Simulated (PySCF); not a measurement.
Si(Cl)(OH)2(OMe) (CH5ClO3Si), SMILES CO[Si](O)(O)Cl.

The structure is a stationary point at B3LYP-D3(BJ)/def2-SVP. The values are those of a single conformer.

Two levels are set side by side: TDA-PBE/def2-SVPD (PySCF) and TDA-B3LYP/def2-SVPD (PySCF). Vertical, same geometry. The lowest singlet is HOMO→LUMO 100 % with PBE and HOMO→LUMO 98 % with the other functional; states are paired by order. Differences are taken from unrounded values.

```
quantity                              TDA-PBE
------------------------------------  -------
lowest singlet excitation (eV)           6.21
lowest triplet excitation (TDA) (eV)     6.12
```

Question: These are the TDA-PBE values. What does TDA-B3LYP give? (The exact figures need the calculation; the answer reports its results.)

Answer: 
```json
[
 {"quantity": "lowest singlet excitation (eV)", "TDA-B3LYP": "7.11", "TDA-PBE minus TDA-B3LYP": "-0.89"},
 {"quantity": "lowest triplet excitation (TDA) (eV)", "TDA-B3LYP": "6.96", "TDA-PBE minus TDA-B3LYP": "-0.85"}
]
```

A lower first singlet is the usual sign of a functional without exact exchange. Differences between two approximate levels are no errors against the true value.

Rough cost on one machine, each run with all the roots and properties that it gave: TDA-B3LYP against TDA-PBE about 2 times.
